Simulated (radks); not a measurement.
Polarisability of neutral boron, [He] 2s2 2p1, at imaginary frequency. Calculated with a radial shooting solver on a logarithmic mesh with Libxc functionals: scalar-relativistic Kohn-Sham, LDA (Slater exchange, Perdew-Wang correlation), spin-unpolarised, spherical densities, finite nucleus; Fermi nuclear charge, rms radius 2.406 fm. Response by self-consistent Sternheimer equations with the Hartree and adiabatic LDA kernel, the relativistic mass of each level held fixed and spin-orbit coupling left out.

| w (hartree) | alpha1(iw) (bohr^3) |
|---|---|
| 0.00266 | 25.05 |
| 0.0143 | 24.95 |
| 0.0360 | 24.44 |
| 0.0697 | 22.97 |
| 0.118 | 20.17 |
| 0.186 | 16.20 |
| 0.280 | 11.77 |
| 0.413 | 7.738 |
| 0.605 | 4.644 |
| 0.892 | 2.563 |
| 1.35 | 1.296 |
| 2.12 | 0.5883 |
| 3.59 | 0.2309 |
| 6.94 | 0.07251 |
| 17.5 | 0.01400 |

Static values: alpha1 = 25.05 bohr^3 (3.713 angstrom^3; uncoupled 37.09). C6 = 124.1, triple-dipole C9 = 2239 atomic units. One-pole (London) frequency 4 C6 / (3 alpha1^2) = 0.264 hartree, against 0.137 for minus the highest occupied eigenvalue. Recommended static value: 20.5 bohr^3 (Schwerdtfeger and Nagle, 2023 table).

Beside tabulated values, note that spin-unpolarised runs miss the spin-polarisation part of the exchange energy of open shells.
